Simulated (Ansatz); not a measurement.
Input for Ansatz (a first-principles code): R-CCSD(T)/cc-pV(D+d)Z on CH5BS (SMILES BSC), a point of a torsion scan. Files ending in .json are basis or fitting sets from the Basis Set Exchange.

Ansatz 0.2 input:
```yaml
crystal:
  periodic: [false, false, false]
  atoms:
    - {symbol: B, position_ang: [1.56827350, 0.02092787, 0.20548917]}
    - {symbol: S, position_ang: [0.11789395, 0.64532206, 0.94146025]}
    - {symbol: C, position_ang: [-1.25320870, -0.00242840, -0.08596414]}
    - {symbol: H, position_ang: [1.50760951, -0.65680110, -0.74350067]}
    - {symbol: H, position_ang: [2.57997181, 0.31399566, 0.70653114]}
    - {symbol: H, position_ang: [-0.85903828, -0.60836324, -0.89320901]}
    - {symbol: H, position_ang: [-1.90098151, -0.59464637, 0.55266772]}
    - {symbol: H, position_ang: [-1.80588785, 0.84405868, -0.48119646]}
basis:
  gaussian:
    orbitals: cc-pV_D+d_Z.json
magnetization: {spin_polarized: false}
correlation: {method: ccsd_t, electrons: outside_noble_gas}
scf: {lower_state_search: off}
```

The head of its log:

```
WARN ansatz: RAYON_NUM_THREADS=1 ignored (pool sized by the plan → 1); use --threads N
Functional definition: HF
these checks for a lower state are left out or cut short: stability, starts, cluster_reference, orbital_swaps, neighbouring_geometries, increment
integrals: 0.05 GiB planned
704 factors; integrals over basis functions are off by at most 9.4e-4 eV
mean field: 0.13 GiB planned
mean field evaluation 1: about -12598.0014 eV, gradient 1.7e1 eV
mean field evaluation 2: about -12598.0035 eV, gradient 1.7e1 eV
mean field evaluation 4: about -12599.1590 eV, gradient 1.8e0 eV
mean field evaluation 8: about -12599.1709 eV, gradient 1.7e-4 eV
mean field -12599.17093206 eV, -463.0109917284 hartree, gradient 2.2e-6 eV, S^2 0.000000; 0 other end points of the search recorded, 0 dependent functions left out
7 core orbitals not correlated
reference -12599.17093206 eV, -463.0109917284 hartree; 9, 9 occupied and 60, 60 virtual orbitals, 704 factors
```

### Question
Predict the final total energy.

### Answer
-463.4395 hartree (reference determinant -463.0110, T1 diagnostic 0.014).
